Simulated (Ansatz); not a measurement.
Several settings on one geometry of SbF3 (the lowest singlet isomer of a short search) (that of the charge 0 singlet, B3LYP-D4/def2-TZVP). Ansatz on 4 threads of Arm Neoverse V2 on a shared host; times are rough.

Cartesian coordinates in Å:
```
Sb -0.5586 -0.3055 0.3931
F -0.6780 -0.0667 -1.4902
F 0.0611 1.4581 0.7451
F 1.1755 -1.0859 0.3519
```

Totals from different functionals, basis sets or treatments of relativity can't be compared as stabilities.

DK, ANO-RCC and x2c sets are all-electron and run with scalar relativity unless a key says otherwise. In the def2 sets Sb takes a core potential; there is no spin–orbit coupling.

The spins typed aren't always the lowest for that charge.

Question: Give the basis size and estimate the energy, ⟨S²⟩ and time of these runs.

```json
{"run": "1", "method": "RKS revPBE/def2-TZVPP", "charge": "0", "state": "singlet", "further keys": "scf: {omitted_lower_state_checks: [starts]}; forces asked"}
{"run": "2", "method": "UKS BHLYP-D3(BJ)/x2c-TZVPPall", "charge": "-1", "state": "doublet", "further keys": "scf: {omitted_lower_state_checks: [starts]}; forces asked"}
{"run": "3", "method": "UKS ωB97X-V/ANO-RCC-VTZP", "charge": "1", "state": "doublet", "further keys": "final_grid: {core_spheres: 5, valence_spheres: 4, degree: 11}; scf: {omitted_lower_state_checks: [starts]}; forces asked"}
```

Answer: 
```csv
run,functions,energy (Eh),⟨S²⟩,wall time
1,143,-539.9744,–,1 s
2,153,-6780.8055,0.76,16 s
3,158,-6779.9606,0.76,12 s
```

The highest occupied level of an anion often lies above zero with these methods, and sets without diffuse functions describe the outer electron poorly.
